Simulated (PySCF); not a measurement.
# Exact mass, isotope pattern and composition

Species: trans-NiI2(PH3)2 (`[PH3]->[Ni](<-[PH3])([I])[I]`) [triplet].

Calculated from tabulated atomic weights, isotope masses and abundances; no fragmentation.

**Question.** Molar mass and exact mass?

**Answer.** For H6I2NiP2, with standard atomic weights, 1 × 58.693 + 2 × 126.904 + 2 × 30.974 + 6 × 1.008 = 380.497 g/mol. From the most abundant isotopes (58Ni, 127I, 31P, 1H), 1 × 57.935343 + 2 × 126.904473 + 2 × 30.973762 + 6 × 1.007825 = 379.7388 u.

**Question.** Work out the cluster of the singly charged cation M+, one line a nominal mass.

**Answer.** 
```csv
nominal mass,m/z (centroid),relative intensity
380,379.7382,100.0
382,381.7337,38.5
383,382.7340,1.7
384,383.7312,5.3
386,385.7308,1.4
```

Cut off at 0.1 %. One electron mass, 0.00055 u, is taken off. Abundances used (%; other tables differ somewhat): 58Ni 68.0769, 60Ni 26.2231, 61Ni 1.1399, 62Ni 3.6345, 64Ni 0.9256; 1H 99.9885, 2H 0.0115.

**Question.** What is the composition by mass?

**Answer.** Ni 15.43 %, I 66.70 %, P 16.28 %, H 1.59 %.

**Question.** List the species in which a single atom is changed from its most abundant isotope.

**Answer.** Intensity in % of the monoisotopic species:

| isotope | mass shift (u) | m/z | intensity (%) |
| --- | --- | --- | --- |
| 2H | +1.00628 | 380.7445 | 0.07 |
| 60Ni | +1.99544 | 381.7337 | 38.52 |
| 61Ni | +2.99571 | 382.7339 | 1.67 |
| 62Ni | +3.99300 | 383.7312 | 5.34 |
| 64Ni | +5.99262 | 385.7308 | 1.36 |

Species under 0.02 % are left out.

**Question.** Count the protons, neutrons and electrons of the monoisotopic species, and give its exact less its nominal mass.

**Answer.** 170 protons, 210 neutrons and 170 electrons; 379.7388 − 380 = -0.2612 u.

**Question.** What share of all molecules is the monoisotopic species?

**Answer.** 0.680769 × 1^2 × 1^2 × 0.999885^6 = 68.03 %.
